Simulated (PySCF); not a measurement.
**Ionising CaF**

UHF-CCSD(T); Ca aug-pcseg-1, F aug-pcseg-1; no relativity (PySCF 2.14). Neutral (UHF): doublet (σ ↑), Re = 2.012 Å, ωe = 571 cm⁻¹, De = 5.47 eV.

CaF⁺ (RHF): singlet (closed shell), Re = 1.930 Å, ωe = 669 cm⁻¹, De = 5.64 eV to Ca⁺ + F. The energies at the minima are -776.52163 hartree for CaF and -776.31040 for CaF⁺.

Question: Work out the adiabatic ionisation energy, without and with harmonic zero-point energies (1 hartree = 27.2114 eV, 1 eV = 8065.5 cm⁻¹), and the change of the bond length.

Answer: At CCSD(T): 0.21123 hartree = 5.748 eV between the minima; the zero-point term (669.0 − 571.0)/2 cm⁻¹ = +0.006 eV makes it 5.754 eV. Re changes by -8.2 pm against the neutral. The electron leaves a σ orbital, and the shorter bond of the ion fits an antibonding orbital, or a change in how ionic the bond is.

CaF⁻ (RHF): singlet (closed shell), Re = 2.067 Å, ωe = 501 cm⁻¹, De = 3.20 eV to Ca + F⁻. The energies at the minima are -776.52163 hartree for CaF and -776.55969 for CaF⁻.

Question: Work out the adiabatic electron affinity, without and with harmonic zero-point energies (1 hartree = 27.2114 eV, 1 eV = 8065.5 cm⁻¹), and the change of the bond length.

Answer: At CCSD(T): 0.03806 hartree = 1.036 eV between the minima; the zero-point term (571.0 − 501.0)/2 cm⁻¹ = +0.004 eV makes it 1.040 eV. Re changes by +5.5 pm against the neutral. The electron enters a σ orbital, and the longer bond of the ion fits an antibonding orbital, or a change in how ionic the bond is.

Correlated steps freeze 6 core orbitals. Correlated levels converge slowly with the basis: in double zeta they bind strong bonds too weakly, by up to about 1 eV, and carry superposition errors of some tenths. For an ion De counts to the pair picked by the measured ionisation energies or electron affinities, which need not be the lowest pair at this level. Where the molecule has an RHF reference, its open-shell atoms are computed with UHF. The CCSD T1 diagnostic is raised in CaF⁻, a sign that a single reference may not be enough there. States were picked by a PBE0 search and need not be the measured ground states.

Neutral and ion stand on different kinds of reference determinant, which adds to the error of the difference.
